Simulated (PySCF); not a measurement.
B(OH)(NH2)2 (BH5N2O), SMILES B(O)(N)N.

Coordinates come from a PBE0-D3(BJ)/def2-SVP optimisation. Other conformers were not sampled.

These are TDA-LC-ωPBE/def2-SVPD in PySCF values and carry that method's errors.

Vertical excitations.  State labels are in the subgroup Cs.

```tsv
state	symmetry	energy (eV)	λ (nm)	f	main pairs
S1	A"	6.59	188	0.000	HOMO→LUMO 81 %
S2	A"	7.33	169	0.039	HOMO−1→LUMO 61 %, HOMO→LUMO+1 14 %, HOMO→LUMO+2 14 %
S3	A"	8.21	151	0.004	HOMO→LUMO+1 53 %, HOMO→LUMO+3 18 %, HOMO−1→LUMO 10 %
S4	A"	8.30	149	0.057	HOMO→LUMO+2 33 %, HOMO−1→LUMO+1 29 %, HOMO→LUMO+4 9 %, HOMO−1→LUMO 8 %
S5	A"	8.80	141	0.004	HOMO→LUMO+3 39 %, HOMO−1→LUMO+2 14 %, HOMO→LUMO+6 12 %, HOMO→LUMO+1 9 %
S6	A"	8.91	139	0.000	HOMO→LUMO+4 28 %, HOMO→LUMO+2 22 %, HOMO−1→LUMO+1 13 %, HOMO−1→LUMO+3 7 %
S7	A'	9.21	135	0.264	HOMO→LUMO+7 70 %, HOMO→LUMO+5 19 %
S8	A"	9.38	132	0.019	HOMO→LUMO+4 32 %, HOMO−1→LUMO+1 21 %, HOMO→LUMO+2 11 %, HOMO−3→LUMO 7 %
S9	A'	9.43	132	0.126	HOMO−2→LUMO 68 %, HOMO−2→LUMO+1 16 %
S10	A"	9.52	130	0.002	HOMO→LUMO+6 24 %, HOMO−1→LUMO+3 22 %, HOMO→LUMO+8 15 %, HOMO→LUMO+3 10 %
T1	A"	6.30	197	0	HOMO→LUMO 75 %
T2	A"	6.96	178	0	HOMO−1→LUMO 53 %, HOMO→LUMO+2 18 %, HOMO→LUMO+1 14 %
T3	A"	7.94	156	0	HOMO−1→LUMO+1 26 %, HOMO−1→LUMO 17 %, HOMO→LUMO+2 14 %, HOMO−3→LUMO 12 %
T4	A"	8.05	154	0	HOMO→LUMO+1 35 %, HOMO→LUMO+3 29 %, HOMO→LUMO+2 9 %, HOMO−1→LUMO+1 6 %
```
Triplets are in the Tamm–Dancoff approximation.
